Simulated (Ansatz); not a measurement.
A made-up structure of AlSiH₂ClF (charge -1), singlet:

| atom | x (Å) | y (Å) | z (Å) |
| --- | --- | --- | --- |
| F1 | 0.3139 | -2.3168 | -0.4257 |
| Al2 | 0.7013 | 1.0984 | 0.9416 |
| Si3 | -0.3592 | -0.7793 | -0.0980 |
| Cl4 | -2.4414 | -1.0289 | -0.4705 |
| H5 | 1.9097 | 0.9499 | 0.0315 |
| H6 | -0.0628 | 2.0548 | 0.0407 |

It is relaxed with PBE-D4/def2-SVPD and then PBE0-D4/def2-TZVPD (Ansatz 0.2.0). Atoms count as bonded within 1.22 times the sum of their covalent radii (H–H: 0.88 Å). The end point is not checked to be a true minimum.

**Question.** Does its bonding change? (Judge from chemistry; the calculation decides.)

**Answer.** Computed: No: no bond forms or breaks.

Where it ends: The first stage lowers the energy by 0.73 eV in 10 steps. It ends as AlSiH₂ClF ([F][Si]([AlH2])[Cl]), total charge -1:
| atom | x (Å) | y (Å) | z (Å) |
| --- | --- | --- | --- |
| F1 | 0.1853 | -2.3908 | -0.2558 |
| Al2 | 0.6088 | 0.9539 | 0.4800 |
| Si3 | -0.3937 | -0.9105 | -0.6913 |
| Cl4 | -2.4826 | -1.1789 | -0.2019 |
| H5 | 2.2305 | 1.0970 | 0.4233 |
| H6 | -0.0868 | 2.4073 | 0.2653 |

Labels in which every atom is bracketed show which atoms are joined, not bond orders.

For scale, one of the runs: PBE0-D4/def2-TZVPD relaxation, 190 basis functions, launched by `ansatz run in.yaml --threads 2 --pin off --events-out ev --progress --plain --max-ram 4352MiB`. The run took about 61 s on 2 CPU threads of an Arm Neoverse V2 (shared host).
